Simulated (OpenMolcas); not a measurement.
Mn4+ in Cs2GeF6

Mn4+ with its 6 nearest fluoride ions at 1.827 Å, on the Ge site of Cs2GeF6 (a = 9.021 Å, distance in the model lattice 1.804 Å). The rest of the host is ab initio model potentials to 7.6 Å and point charges beyond; the distance is set by hand and nothing relaxes. Ligand basis ANO-RCC-VDZP.
```
Mn    0.0000    0.0000    0.0000
F     1.8270    0.0000    0.0000
F     0.0000    1.8270    0.0000
F    -1.8270    0.0000    0.0000
F     0.0000   -1.8270    0.0000
F     0.0000    0.0000    1.8270
F     0.0000    0.0000   -1.8270
```

```yaml
Program: OpenMolcas
Method: CASSCF
Basis: ANO-RCC-VTZP [6s5p3d2f1g]
Scalar_Hamiltonian: DKH2, point nucleus
Active_space: 3 electrons in 5 orbitals (3d)
State_averaging: 2S+1 = 4 even, 10 roots; 2S+1 = 2 even, 40 roots
Spin-orbit_coupling: state interaction with AMFI integrals over the reference wave functions
```

The lowest spin-free states (labels of O, the rotations of Oh), above the lowest:

| State | Degeneracy | E (cm-1) |
| --- | --- | --- |
| 4A2 | 1 | 0.0 |
| 4T2 | 3 | 20506 |
| 2E | 2 | 21133 |
| 2T1 | 3 | 22234 |
| 4T1 | 3 | 30428 |
| 2T2 | 3 | 30936 |
| 2A1 | 1 | 37510 |
| 2T2 | 3 | 39656 |
| 2T1 | 3 | 41277 |
| 2E | 2 | 43833 |
| 2T1 | 3 | 47282 |
| 4T1 | 3 | 47610 |
| 2T2 | 3 | 55760 |
| 2A2 | 1 | 58510 |
| 2T1 | 3 | 60321 |
| 2T2 | 3 | 62892 |
| 2E | 2 | 69173 |
| 2T1 | 3 | 70791 |
| 2T2 | 3 | 91206 |
| 2E | 2 | 91465 |

The lowest levels with spin-orbit coupling:

```json
{"E (cm-1)": "0.0", "Degeneracy": "4", "Label": "Γ8", "2S+1": "4", "g": ""}
{"E (cm-1)": "20337", "Degeneracy": "4", "Label": "Γ8", "2S+1": "4 (81 %)", "g": ""}
{"E (cm-1)": "20356", "Degeneracy": "2", "Label": "Γ7", "2S+1": "4", "g": "2.96 2.96 2.96"}
{"E (cm-1)": "20474", "Degeneracy": "4", "Label": "Γ8", "2S+1": "4", "g": ""}
{"E (cm-1)": "20580", "Degeneracy": "2", "Label": "Γ6", "2S+1": "4", "g": "2.31 2.31 2.31"}
{"E (cm-1)": "21343", "Degeneracy": "4", "Label": "Γ8", "2S+1": "2 (79 %)", "g": ""}
{"E (cm-1)": "22204", "Degeneracy": "4", "Label": "Γ8", "2S+1": "2", "g": ""}
{"E (cm-1)": "22350", "Degeneracy": "2", "Label": "Γ6", "2S+1": "2", "g": "0.54 0.54 0.54"}
{"E (cm-1)": "30173", "Degeneracy": "2", "Label": "Γ7", "2S+1": "4 (83 %)", "g": "1.67 1.67 1.67"}
{"E (cm-1)": "30256", "Degeneracy": "4", "Label": "Γ8", "2S+1": "4 (85 %)", "g": ""}
{"E (cm-1)": "30508", "Degeneracy": "4", "Label": "Γ8", "2S+1": "4", "g": ""}
{"E (cm-1)": "30569", "Degeneracy": "2", "Label": "Γ6", "2S+1": "4", "g": "3.58 3.58 3.58"}
{"E (cm-1)": "31031", "Degeneracy": "4", "Label": "Γ8", "2S+1": "2 (83 %)", "g": ""}
{"E (cm-1)": "31266", "Degeneracy": "2", "Label": "Γ7", "2S+1": "2 (83 %)", "g": "1.66 1.66 1.66"}
{"E (cm-1)": "37544", "Degeneracy": "2", "Label": "Γ6", "2S+1": "2", "g": "2.15 2.15 2.15"}
{"E (cm-1)": "39620", "Degeneracy": "2", "Label": "Γ7", "2S+1": "2", "g": "0.33 0.33 0.33"}
{"E (cm-1)": "39689", "Degeneracy": "4", "Label": "Γ8", "2S+1": "2", "g": ""}
{"E (cm-1)": "41062", "Degeneracy": "2", "Label": "Γ6", "2S+1": "2", "g": "0.62 0.62 0.62"}
{"E (cm-1)": "41391", "Degeneracy": "4", "Label": "Γ8", "2S+1": "2", "g": ""}
{"E (cm-1)": "43840", "Degeneracy": "4", "Label": "Γ8", "2S+1": "2", "g": ""}
```

Powder χT (cm3 K/mol): 1.81 at 2 K, 1.81 at 10 K, 1.82 at 50 K, 1.82 at 100 K, 1.83 at 200 K, 1.83 at 300 K. The effective moment at 300 K is 2.828 √(χT) = 3.83 μB.

The lowest level has 2S+1 = 4, for which the spin-only value is χT = S(S+1) / 2 = 1.875 cm3 K/mol (g = 2). The computed 1.832 at 300 K differs by -0.043, through orbital momentum, spin-orbit coupling and any other state in reach.

Metal share of the active 3d orbitals (Löwdin): 80, 80, 94, 94, 94 %; Mulliken charge of the metal 2.10.

Without dynamic correlation the repulsion within the d shell is too large (B by tens of per cent), so at a given field states of lower spin stand too high. The least metal-like active orbital is 80 % on the metal (Löwdin) and no ligand orbital is active, so the numbers are rough. Ligand-to-metal charge-transfer states are missing. With no ligand orbital active B as a rule stays too high, so bands that hang on it stand too high and its fall with covalency is understated. With metal d orbitals alone and no dynamic correlation 10Dq can be off by a tenth to a fifth, either way, in oxide and fluoride hosts. No measured value stands beside these numbers; the geometry was set by hand and not optimised.
